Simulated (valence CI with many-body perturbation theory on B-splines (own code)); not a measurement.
A CI+MBPT run for In³⁶⁺

Computed by configuration interaction combined with many-body perturbation theory (CI+MBPT): three valence electrons over a frozen Dirac-Fock core [Ne], radial functions for each j: 6 s, 6 p, 5 d, 3 f, 1 g, with the one-electron correlation potential Σ1 (screened to all orders), the two-electron term Σ2, the three-electron term Σ3, Breit, model QED; selected single and double excitations, second order for the rest, scaled by the run's own slope (own B-spline code, finite nucleus).

Command, and the settings that its task file holds:

```sh
python run_cv.py task.json out
```

```
atom In  Z=49  mass_number=115  rms_radius_fm=4.6156
core [Ne]
valence 3s2 3p1
avg = 1
basis = S
breit = 1
cap = 10000
capref = 1200
cscale = 1
de = 0.0
dress = 0
eps = 2e-08
extrap = 1
h = 1.1
hh = 1
l2 = 3
lcore = 6
maxit = 60
n2 = 5
natural = 1
nlev = 21
nno = [3, 3, 3, 2, 1]
nroot = 26
nsp = [3, 3, 2, 1, 0]
pt2 = 1
qed = 1
rpa = 1
s1 = 1
s2 = 1
s3 = 1
screen = 1
tol = 2e-05
whole = 1
```

It took 6.9 s on 1 thread of AMD EPYC 7R43 64-Core Processor (Zen 3), with other jobs on the host.

Log. The first blocks belong to the next ion, which gives the ionisation energy. Fields: 2J, parity (1 odd), roots, reference size, generating configurations, candidates as configurations/state functions, variational space P, stored matrix elements, Davidson steps; e2 is the range of second-order energies in hartree. The first line gives the box (bohr), its intervals, the orbitals and the steps of their self-consistent field. Window is the range of levels sought, series limit the energy at which the first omitted orbital would enter, core excitation an estimate of the first excitation out of the core, left out the lowest levels not solved, and shifts from estimates the range by which levels moved from their first estimate, all in cm⁻¹.

```
rmax 2.3 intervals 30 orbitals 36 references ['3s2 3p', '3s 3p2', '3s2 3d', '3p3', '3s 3p 3d'] scf 3 t 0.4
2J=0 par=0 roots 2 ref 15 generators 4 cand 92/92 P 107/107 nnz 0 it 0
   second order: generators 7 cand 0/0 e2 -0.00000 -0.00000
reference levels 467, estimated 53, window 2390673 1/cm; series limit 13100959, core excitation 27471277
2J=1 par=1 roots 4 ref 37 generators 9 cand 43/76 P 1044/1553 nnz 0 it 3
2J=1 par=1 roots 4 ref 37 generators 10 cand 70/111 P 1114/1664 nnz 0 it 4
   second order: generators 15 cand 460/689 e2 -0.00000 -0.00000
2J=3 par=1 roots 7 ref 60 generators 13 cand 53/128 P 1222/2512 nnz 1e+06 it 3
2J=3 par=1 roots 7 ref 60 generators 14 cand 80/206 P 1302/2718 nnz 1.2e+06 it 3
   second order: generators 18 cand 529/1167 e2 -0.00000 -0.00000
2J=1 par=0 roots 4 ref 47 generators 9 cand 34/58 P 994/1476 nnz 0 it 3
2J=1 par=0 roots 4 ref 47 generators 10 cand 67/105 P 1061/1581 nnz 0 it 4
   second order: generators 13 cand 468/709 e2 -0.00000 -0.00000
2J=3 par=0 roots 5 ref 73 generators 11 cand 29/76 P 1164/2357 nnz 0 it 3
2J=3 par=0 roots 5 ref 73 generators 13 cand 92/217 P 1256/2574 nnz 1.1e+06 it 4
   second order: generators 18 cand 770/1802 e2 -0.00000 -0.00000
2J=5 par=0 roots 4 ref 71 generators 11 cand 39/115 P 1157/2481 nnz 0 it 3
2J=5 par=0 roots 4 ref 71 generators 13 cand 81/205 P 1238/2686 nnz 1.2e+06 it 4
   second order: generators 17 cand 620/1721 e2 -0.00001 -0.00000
2J=5 par=1 roots 5 ref 55 generators 9 cand 79/229 P 1203/2707 nnz 1.2e+06 it 3
2J=5 par=1 roots 5 ref 55 generators 11 cand 57/171 P 1260/2878 nnz 1.4e+06 it 4
   second order: generators 14 cand 596/1540 e2 -0.00000 -0.00000
2J=7 par=1 roots 2 ref 36 generators 3 cand 49/145 P 985/2117 nnz 0 it 3
2J=7 par=1 roots 2 ref 36 generators 7 cand 80/219 P 1065/2336 nnz 0 it 4
   second order: generators 7 cand 135/320 e2 -0.00000 -0.00000
2J=9 par=1 roots 1 ref 14 generators 1 cand 144/331 P 652/1286 nnz 0 it 0
2J=9 par=1 roots 1 ref 14 generators 2 cand 83/179 P 735/1465 nnz 0 it 4
   second order: generators 5 cand 425/1067 e2 -0.00000 -0.00000
left out: unestimated 3476941, estimated 2621585, shifts from estimates -0 to 0
operators 0.4
```

The Davidson iterations converged. The settings are bad on purpose, so the numbers may not be properties of the ion.

No measured spectrum was set against this ion. As an estimate, large intervals hold to a few tenths of a per cent, small ones and those within an open d or f shell to about a per cent.

```yaml
Valence_energy: -278.4727 hartree
Ionisation_energy: "2396.5 eV (NIST: 2373 ± 11 eV (semi-empirical))"
Reference_configurations_for_the_orbitals: 3s2 3p, 3s 3p2, 3s2 3d, 3p3, 3s 3p 3d
Radial_orbitals: 36
Box_radius: 2.278 bohr
Largest_variational_space: 2878
Lowest_levels: (3s^2 3p1/2) J=1/2 0, (3s^2 3p3/2) J=3/2 422510, (3s 3p1/2^2) J=1/2 698840, (3s 3p1/2 3p3/2) J=3/2 [a] 1007700, (3s 3p1/2 3p3/2) J=5/2 1083900, (3s 3p1/2 3p3/2) J=3/2 [b] 1194900, (3s 3p1/2 3p3/2) J=1/2 1263400, (3s 3p3/2^2) J=5/2 1447700, (3s^2 3d3/2) J=3/2 1522100, (3s^2 3d5/2) J=5/2 1653900, (3s 3p3/2^2) J=1/2 1689300, (3s 3p3/2^2) J=3/2 1728800, (3p1/2^2 3p3/2) J=3/2 1922000, (3s 3p1/2 3d3/2) J=3/2 [a] 2030900 cm⁻¹
```

Levels are named by their leading jj configuration (3d3/2^4 stands for four electrons in 3d with j = 3/2), which in mixed levels can hold well under half, so a name can repeat and another be missing. Letters in brackets count levels of one name in rising energy.
